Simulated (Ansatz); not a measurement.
Species: ZrF$_{3}$, charge 0, multiplicity 2. The spin state was set by rule; other spins were not relaxed. SMILES of the parent species: [F][Zr]([F])[F]
Structure (B3LYP-D3(BJ)/def2-TZVP (Ansatz, a quantum-chemistry and plane-wave program) minimum search):
```
Zr
F 1 1.9148
F 1 1.9148 2 120.00
F 1 1.9148 2 120.00 3 -180.00
```
Charge 0, spin multiplicity 2.

Wanted: atomisation energy (electronic, to ground-state atoms), in kcal/mol. Cores are frozen in the correlated levels unless marked. Open shells are spin-unrestricted. No spin-orbit coupling. Frozen are the shells of the preceding noble gas and the d and f shells that filled before the atom's block. In def2 rows, elements after Kr have scalar-relativistic effective core potentials. The coupled-cluster limit lacks core correlation, which all-electron functionals hold. Basis-set limits of correlation are two-point, X^-3; Hartree-Fock from the larger set. [CCSD(T)-MP2]/basis is that difference in the basis named.

```
level                                                              program  atomisation energy (kcal/mol)
----------------------------------------------------------  --------------  -----------------------------
SVWN5/def2-TZVPD                                                    Ansatz                     (withheld)
revPBE/def2-TZVPD                                                   Ansatz                     (withheld)
B3LYP-D3(BJ)/def2-TZVPD                                     Ansatz + dftd3                          461.7
PBE0-D4/def2-TZVP                                           Ansatz + dftd4                          459.7
BHLYP-D4/def2-TZVPD                                         Ansatz + dftd4                          432.6
r2SCANh-D4/def2-TZVPD                                       Ansatz + dftd4                     (withheld)
RI-MP2/CBS(def2-TZVPP,def2-QZVPP)+[CCSD(T)-MP2]/def2-TZVPP          Ansatz                          467.4
```

**Question.** Fill in the missing entries.

**Answer.** 
- SVWN5/def2-TZVPD, atomisation energy (kcal/mol): 541.0
- revPBE/def2-TZVPD, atomisation energy (kcal/mol): 464.7
- r2SCANh-D4/def2-TZVPD, atomisation energy (kcal/mol): 462.9
